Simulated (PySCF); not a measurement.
**Silver: highly charged ions in a basis for the neutral atom**

Ag(14+) [Ar] 3d10 4s2 4p3, Ag(15+) [Ar] 3d10 4s2 4p2. Computed with PySCF 2.14 in def2-TZVP with the def2 core potential (28 electrons) (6s4p3d1f, 40 functions), with scalar relativity through the core potential. No spin-orbit coupling, so a gap to NIST mixes the basis error with missing relativistic terms.

Changed run: basis of the neutral atom used for a highly charged ion. This setting is unsound on purpose.

```csv
species,method,sound run (hartree),changed run (hartree),converged
Ag(14+),UHF,not run,-76.94088,yes
Ag(14+),r2SCAN,not run,-77.19149,yes
Ag(14+),MN15,not run,-76.99663,yes
Ag(15+),UHF,not run,-63.98705,yes
Ag(15+),r2SCAN,not run,-64.19050,yes
Ag(15+),MN15,not run,-64.09141,yes
```

Ionisation energy of Ag(14+):

| method | changed run (eV) | NIST (eV) |
| --- | --- | --- |
| UHF | 352.49 | 347 ± 3 |
| r2SCAN | 353.77 | 347 ± 3 |
| MN15 | 351.17 | 347 ± 3 |

The contracted functions were made for the neutral atom and can be too rigid for a highly charged ion.
